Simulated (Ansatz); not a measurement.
Isolated molecules relaxed with PBE0-D4/def2-TZVP in Ansatz; ΔE leaves out vibrations. CCSD(T)/CBS is the MP2 limit (def2-TZVPP, def2-QZVPP) plus CCSD(T) − MP2 in def2-TZVPP, frozen cores. This one scheme is used for every species. Functionals use def2-TZVPP. B3LYP here is the variant with VWN-RPA as its local correlation; programs differ in this. For Ga, Ge outer-core shells are correlated without core-valence functions, which leaves a few kJ/mol of doubt a bond. Scalar relativity is left out up to krypton. One conformer a species, not always the lowest.

Reaction (cleavage of the Ge–Ga bond): `C=[CH][GaH][GeH3]` + `N[SiH](O)F` → `O[SiH](F)[NH][GeH3]` + `C=[CH][GaH2]`

CCSD(T)/CBS gives +0.37 eV.

Another level gave +0.25 eV. Which?
A. B3LYP/def2-TZVPP
B. ωB97X-V/def2-TZVPP
C. PBE/def2-TZVPP
D. SCS-MP2/def2-TZVPP

D. SCS-MP2/def2-TZVPP 0.25, ωB97X-V 0.30, PBE 0.49, B3LYP 0.40 eV.

Largest T1 diagnostic among the species: 0.013.

In def2-TZVPP, CCSD(T) changes the Hartree–Fock value by +0.12 eV (the triples alone add +0.01 eV) and MP2 by +0.10 eV. Leaving LDA and LC-ωPBE aside and taking each functional with its dispersion term where it has one, the values, not all of them listed here, spread over 0.21 eV, from B97M-V to PBE-D4.
